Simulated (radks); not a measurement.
Problem. The mean radii <r> (bohr) of the occupied orbitals of an atom or ion are listed with their occupations. Calculated with a radial shooting solver on a logarithmic mesh with Libxc functionals: scalar-relativistic Kohn-Sham, LDA (Slater exchange, Perdew-Wang correlation), spin-unpolarised, spherical densities, finite nucleus; Fermi nuclear charge, rms radius of each element as measured or else 0.836 A^(1/3) + 0.57 fm.

| orbital | occ. | <r> |
|---|---|---|
| 1s | 2 | 0.04034 |
| 2s | 2 | 0.1781 |
| 2p | 6 | 0.1552 |
| 3s | 2 | 0.5116 |
| 3p | 6 | 0.5195 |
| 3d | 10 | 0.5257 |
| 4s | 2 | 1.453 |
| 4p | 6 | 1.728 |
| 5s | 1 | 5.118 |

Name the element and its charge.

Solution. Z = 37, rubidium, charge 0: Rb in [Kr] 5s1. The 1s radius gives Z: for a bare nucleus <r> = (2 gamma + 1)/(2Z) with gamma = sqrt(1 - (Z/c)^2), 0.03954 bohr for Z = 37, and screening makes it slightly larger (0.04034 here). The occupations add up to 37, and the charge is Z minus that.
